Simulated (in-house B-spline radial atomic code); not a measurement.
Atomic self-consistent-field run: the silicon ion Si¹¹⁺ (with a hole in an inner shell). Computed with a B-spline radial code for spherical atoms: Dirac-Hartree-Fock, average of configuration, Fermi nucleus of rms radius 3.1224 fm.

Command:
```bash
python run_scf.py task.json out
```
Settings (nuclear radius in fm, mass in u):
```
Z                14
configuration    1s2 2s1
hamiltonian      dirac
method           hf
spin_polarised   False
nucleus          fermi
rms_radius       3.1224
atomic_mass      27.97693
speed_of_light   137.035999084
```

Output (hartree, bohr):
```
 radial grid: 61 intervals, B-splines of order 8, outer radius 3.4188 bohr

 iter        energy (Eh)    residual
    1       -205.9422835    9.77e-01
    2       -207.0763347    1.22e-02
    3       -207.0764793    6.01e-03
    4       -207.0765144    2.96e-03
    5       -207.0765257    5.40e-05
    6       -207.0765257    4.58e-07
    7       -207.0765257    8.03e-09

 total energy                     -207.076526
 kinetic                            208.15820
 electron-nucleus                  -428.88792
 electron-electron                   13.65320

 first-order corrections (not in the total)
   Gaunt                            0.03729
   retardation                     -0.00035
   frequency dependence             0.00000
   self-energy                      0.03757
   Uehling                         -0.00233
   Wichmann-Kroll                   0.00000
   recoil                           0.00406

 orbital      occ     eigenvalue          <r>       <r^2>       <1/r>     <1/r^3>     <1/r^2>       r_max    small
 1s1/2      2.000      -87.09432     0.109876   0.0161771     13.7451           -     382.273     0.07243  2.50e-03
 2s1/2      1.000      -19.23468     0.469576    0.257259     3.14464           -     40.2323      0.4044  5.21e-04
```

Time taken, with all properties: 0.09 s on 1 thread of Arm Neoverse V2, with other jobs on the host.

For the Dirac Hamiltonian the kinetic term is c α·p + (β - 1)c².
